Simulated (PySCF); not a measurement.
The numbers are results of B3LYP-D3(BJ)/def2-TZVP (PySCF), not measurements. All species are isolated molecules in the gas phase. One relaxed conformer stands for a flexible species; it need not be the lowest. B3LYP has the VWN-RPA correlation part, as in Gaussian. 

Reference species (SMILES): `[SH][Al]([SH])[SH]` (neutral, multiplicity 1).

```json
{
  "HOMO": "-7.45 eV",
  "S1 oscillator strength": "0.000"
}
```

Changed species: `[OH][Al]([OH])[OH]` (0 of 3 OH replaced by SH; the reference has 3 of 3 OH replaced by SH).

Task: Predict the effect on the HOMO and S1 oscillator strength.

Result: the HOMO falls by 1.28 eV, to -8.73 eV; the S1 oscillator strength hardly moves.
